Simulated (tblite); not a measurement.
Problem. Write Cartesian coordinates for `ClCCO[SiH2]O[SiH3]` as optimised with GFN2-xTB.

Solution. 
```
atom  x, y, z in Å
Si1   -2.0602   -1.3948    0.4939
O2    -1.7340    0.1608    0.1759
Si3   -0.8913    1.5405    0.1103
O4     0.6560    1.3107    0.5520
C5     1.4643    0.1967    0.3436
C6     1.8401    0.0594   -1.1268
Cl7    2.9131   -1.3339   -1.3520
H8    -1.6210   -1.6957    1.8569
H9    -1.3145   -2.1954   -0.4802
H10   -3.5051   -1.5050    0.3259
H11   -1.3637    2.4523    1.1333
H12   -1.0131    1.9589   -1.2828
H13    2.3658    0.3256    0.9529
H14    0.9425   -0.7128    0.6706
H15    0.9473   -0.1066   -1.7304
H16    2.3661    0.9482   -1.4766
```

Any rigid rotation of these coordinates is as good. Atoms count from 1 in this order. Si3 (oxygen-bound silicon) is distorted tetrahedral (angles from 102.0° to 117.8°). Si1 (oxygen-bound silicon) is distorted tetrahedral (angles from 104.4° to 112.9°). Of the pairs four or more bonds apart, Si3···H15 is among the closest relative to their van der Waals radii: 3.08 Å, 93 % of the sum of Bondi's values. O2 (siloxane oxygen) is bent (angle 158.6°).

Bonds between heavy atoms (Å): Si1–O2 1.621, O2–Si3 1.618, Si3–O4 1.625, O4–C5 1.392, C5–C6 1.524, C6–Cl7 1.773.

Structure optimised with GFN2-xTB, isolated species.

Point group: C1 (no symmetry element, even within 0.4 Å). Its GFN2-xTB frequencies are all real (lowest 21 cm⁻¹). The numbers are those of one conformer (Si1–O2–Si3–O4 8°, O2–Si3–O4–C5 34°, Si3–O4–C5–C6 71°, O4–C5–C6–Cl7 178°).

Hardware: one thread of an Arm Neoverse N1, shared host with 64 logical CPUs at a one-minute load of 58. Cost: 3.3 s of wall time. These figures are those of the optimisation.

All values are computed, not measured.
